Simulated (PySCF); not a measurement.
# Diatomics of Te with the alkali metals

CCSD(T) with double-zeta basis sets in PySCF, for the lowest determinant that a PBE0 search found; no spin–orbit coupling. De refers to high-spin ground-configuration atoms.

```tsv
M	basis	reference, frozen orbitals	state (unpaired electrons)	Re (Å)	ωe (cm⁻¹)	De (eV)
Li	def2-SVP	UHF, 4	doublet (π ↑)	2.517	446	2.22
Na	def2-SVP	UHF, 5	doublet (π ↑)	2.851	228	1.86
K	def2-SVP	UHF, 9	doublet (π ↑)	3.243	161	1.85
Rb	def2-SVP	UHF, 4	doublet (π ↑)	3.371	125	1.77
Cs	def2-SVP	UHF, 4	doublet (π ↑)	3.552	107	1.85
```

The shortest bond is that of LiTe (2.517 Å), the longest that of CsTe (3.552 Å).

Down a group the atoms grow and get heavier, so bonds lengthen and wavenumbers fall; this series shows no clear exception.

Correlated steps freeze the inner cores (4 to 9 orbitals); shallow outer-core shells are correlated. Correlated levels converge slowly with the basis: in double zeta they bind strong bonds too weakly, by up to about 1 eV, and carry superposition errors of some tenths. These are scalar-relativistic numbers at best; spin–orbit coupling would shift them, the dissociation energy most. States were picked by a PBE0 search and need not be the measured ground states.
